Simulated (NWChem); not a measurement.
Species: NbF$_{4}$, doublet; SMILES [F][Nb]([F])([F])[F]

```xyz
5

Nb     0.0000     0.0000     0.0000
F     -1.2174    -1.2174     0.7281
F      1.2174     1.2174     0.7281
F     -1.2174     1.2174    -0.7281
F      1.2174    -1.2174    -0.7281
```
Atoms are numbered in this order, from 1.

Level: PBE-D3(BJ)/def2-SVP with def2 effective core potentials on Nb, spin-unrestricted (NWChem), optimised geometry, unscaled harmonic frequencies. In the optimisation the excess spin sits in a1 (D2d, its own frame). The spin multiplicity was typed, not searched, and may not be the lowest. def2 effective core potentials on Nb; no spin-orbit coupling.

```json
[
 {"frequency (cm⁻¹)": "153", "IR intensity (km/mol)": "0.0"},
 {"frequency (cm⁻¹)": "158", "IR intensity (km/mol)": "16.5"},
 {"frequency (cm⁻¹)": "158", "IR intensity (km/mol)": "16.5"},
 {"frequency (cm⁻¹)": "173", "IR intensity (km/mol)": "12.1"},
 {"frequency (cm⁻¹)": "205", "IR intensity (km/mol)": "0.0"},
 {"frequency (cm⁻¹)": "666", "IR intensity (km/mol)": "70.7"},
 {"frequency (cm⁻¹)": "677", "IR intensity (km/mol)": "0.0"},
 {"frequency (cm⁻¹)": "717", "IR intensity (km/mol)": "182.0"},
 {"frequency (cm⁻¹)": "717", "IR intensity (km/mol)": "182.0"}
]
```

```yaml
zero_point_energy: 5.2 kcal/mol
thermal correction to the enthalpy at 298.15 K (with zero-point energy): 9.8 kcal/mol
heat capacity Cv: 18.7 cal/(mol K)
```

Rigid rotor and harmonic oscillator.
